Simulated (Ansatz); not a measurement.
Ge2S4⁻. Charge -1, multiplicity 2. Geometry PBE-D4/def2-SVPD; atoms count from 1.

```xyz
6

Ge    0.543    0.440    1.407
Ge    0.564   -0.533   -1.366
S     1.090   -1.675    0.596
S    -1.789   -0.199   -1.065
S     1.396    1.466   -0.504
S    -1.805    0.501    0.931
```

Another isomer (doublet) lies 0.14 eV lower at PBE0-D4/def2-TZVPD; other spin states weren't run for this one.

(1) Estimate the Mulliken populations from the PBE0/def2-TZVPD orbitals of Ansatz.

(2) Where does the spin sit?

(3) And the Mayer bond orders between bonded heavy atoms (over 0.3)?

## Answers

(1) 
```tsv
atom	charge (e)	spin (α − β)
Ge1	0.33	0.23
Ge2	0.33	0.23
S3	-0.51	0.17
S4	-0.32	0.10
S5	-0.51	0.17
S6	-0.32	0.10
```
Mulliken values and Mayer orders depend strongly on the basis. With diffuse functions, as here, like atoms can get unlike values, and bond orders can come out too low or too high.

(2) Summed by element: Ge 0.45, S 0.55, of 1 unpaired in all. Largest on single atoms: Ge1 0.23, Ge2 0.23, S5 0.17.

(3) Ge1–S3 0.87 (2.33 Å); Ge1–S5 0.87 (2.33 Å); Ge1–S6 0.81 (2.40 Å); Ge2–S3 0.87 (2.33 Å); Ge2–S4 0.81 (2.40 Å); Ge2–S5 0.87 (2.33 Å); S4–S6 1.00 (2.12 Å). Values over 0.3 also appear between atoms too far apart for a bond (Ge1–Ge2 0.34 at 2.94 Å); they arise where an orbital or an unpaired electron spreads over both atoms.
